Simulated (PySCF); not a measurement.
Ga(H)(Et)2, C₄H₁₁Ga, SMILES C[CH2][GaH][CH2]C (GFN2-xTB optimised geometry):

```
16

Ga    -0.140    -0.429     0.000
H     -0.890    -1.856     0.001
C     -1.394     1.203     0.000
C     -2.845     0.713     0.052
H     -1.238     1.817    -0.896
H     -1.186     1.856     0.856
H     -3.017     0.127     0.958
H     -3.060     0.068    -0.803
H     -3.551     1.545     0.042
C      1.922    -0.429     0.000
C      2.460     1.006     0.011
H      2.302    -0.962    -0.881
H      2.302    -0.976     0.872
H      2.116     1.539     0.900
H      2.107     1.556    -0.864
H      3.551     1.025     0.006
```

Level of theory: PBE0/def2-TZVP (PySCF 2.14.0).

### Question
What are the frontier orbital energies and the dipole moment?

### Answer
HOMO-2 -9.57 eV, HOMO-1 -7.44 eV, HOMO -7.03 eV, LUMO -1.12 eV, LUMO+1 0.53 eV; dipole moment 0.77 D.

On the same geometry PBE/def2-TZVP run with PySCF gives HOMO-2 -8.14 eV, HOMO-1 -6.25 eV, HOMO -5.88 eV, LUMO -1.93 eV, LUMO+1 -0.29 eV; dipole moment 0.79 D.

Meta-Löwdin charges at PBE0/def2-TZVP: Ga1 0.46, H2 -0.10, C3 -0.41, C4 -0.33, H5 0.11, H6 0.11, H7 0.11, H8 0.11, H9 0.11, C10 -0.41, C11 -0.33, H12 0.12, H13 0.12, H14 0.11, H15 0.11, H16 0.11.
